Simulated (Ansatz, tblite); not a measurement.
Removing an electron: BMe2(NH2) (C2H8BN). Total charge 0; singlet. Geometry: PBE0-D4/def2-SVP. Ansatz, gas phase; energy differences of separate SCF runs; the oxidised species was run as a doublet alone.

```xyz
12

B    -0.003   -0.160    0.112
C     0.820    1.112    0.573
H     1.359    0.984    1.526
H     0.148    1.982    0.681
H     1.558    1.398   -0.197
C    -0.796   -0.149   -1.258
H    -1.349   -1.079   -1.470
H    -0.104    0.031   -2.099
H    -1.518    0.686   -1.280
N    -0.031   -1.301    0.924
H     0.460   -1.366    1.805
H    -0.544   -2.139    0.683
```

The xTB rows come from tblite. HOMO above LUMO, or a gap near zero within one spin, warns that the state may not be the lowest or that an electron is smeared out.

```json
{"level": "GFN1-xTB", "−HOMO (eV)": "11.73", "vertical IE (eV)": "15.07", "−LUMO (eV)": "5.32", "HOMO–LUMO gap (eV)": "6.41"}
{"level": "GFN2-xTB", "−HOMO (eV)": "10.56", "vertical IE (eV)": "13.82", "−LUMO (eV)": "4.36", "HOMO–LUMO gap (eV)": "6.20"}
{"level": "PBE0-D4/def2-TZVP", "−HOMO (eV)": "8.07", "vertical IE (eV)": "10.35", "−LUMO (eV)": "-0.82", "HOMO–LUMO gap (eV)": "8.89"}
```

**Question.** Estimate the rows for PBE-D4/def2-TZVP, r2SCAN-D4/def2-TZVP.

**Answer.** 
| level | −HOMO (eV) | vertical IE (eV) | −LUMO (eV) | HOMO–LUMO gap (eV) | remarks |
| --- | --- | --- | --- | --- | --- |
| PBE-D4/def2-TZVP | 6.69 | 10.07 | -0.06 | 6.76 | gap within one spin near zero (+1 doublet) |
| r2SCAN-D4/def2-TZVP | 6.95 | 10.16 | -0.61 | 7.56 | – |

Relaxing the oxidised species (PBE0-D4/def2-SVP) changes its energy by -0.75 eV at PBE0-D4/def2-TZVP, so the adiabatic ionisation energy to this nearest minimum is 9.60 eV. At PBE-D4/def2-TZVP it is 9.45 eV.    Raw xTB energy differences between charge states are shifted by several eV; the methods need an empirical correction for them.
